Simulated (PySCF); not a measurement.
C7H7Cl3Si, SMILES Cc1ccc([Si](Cl)(Cl)Cl)cc1, GFN2-xTB optimised geometry.

```
18

C     -1.95    -3.03     0.02
C     -1.18    -1.74     0.00
C     -1.84    -0.52     0.00
C     -1.14     0.67     0.00
C      0.26     0.68     0.00
Si     1.23     2.29    -0.04
Cl     1.72     2.76    -1.95
Cl     2.94     2.10     1.03
Cl     0.13     3.80     0.73
C      0.92    -0.56     0.00
C      0.21    -1.74     0.00
H     -2.06    -3.37     1.05
H     -2.94    -2.90    -0.40
H     -1.42    -3.80    -0.54
H     -2.92    -0.49     0.01
H     -1.67     1.61     0.01
H      2.00    -0.58     0.00
H      0.74    -2.68     0.00
```

Density from PySCF with B3LYP/def2-SVP at that geometry.

Minimum of the electron density along straight lines between bonded atoms, close to the bond critical point (lines longer than 1.1 times the sum of covalent radii, or with two minima, are not listed):

| bond | length / Å | ρ at the minimum / e bohr⁻³ | ∇²ρ there / e bohr⁻⁵ | position (fraction from the first atom) |
|---|---|---|---|---|
| C1–C2 | 1.497 | 0.258 | -0.62 | 0.49 |
| C2–C3 | 1.389 | 0.313 | -0.80 | 0.50 |
| C3–C4 | 1.381 | 0.316 | -0.82 | 0.50 |
| C4–C5 | 1.395 | 0.306 | -0.76 | 0.50 |
| C5–Si6 | 1.888 | (withheld) | 0.30 | 0.62 |
| Si6–Cl7 | 2.027 | 0.098 | 0.30 | 0.37 |
| Si6–Cl8 | 2.025 | 0.099 | 0.30 | 0.37 |
| Si6–Cl9 | 2.024 | 0.099 | 0.30 | 0.37 |
| C5–C10 | 1.395 | 0.306 | -0.76 | 0.50 |
| C2–C11 | 1.390 | 0.312 | -0.80 | 0.50 |
| C10–C11 | 1.380 | 0.316 | -0.82 | 0.50 |
| C1–H12 | 1.091 | 0.274 | -1.00 | 0.63 |
| C1–H13 | 1.087 | 0.278 | -1.03 | 0.63 |
| C1–H14 | 1.088 | 0.277 | -1.02 | 0.63 |
| C3–H15 | 1.081 | 0.284 | -1.07 | 0.63 |
| C4–H16 | 1.080 | 0.286 | -1.10 | 0.63 |
| C10–H17 | 1.080 | 0.286 | -1.10 | 0.63 |
| C11–H18 | 1.081 | 0.284 | -1.07 | 0.63 |

### Question
Fill in the missing entries.

### Answer

- C5–Si6, ρ at the minimum / e bohr⁻³: 0.119
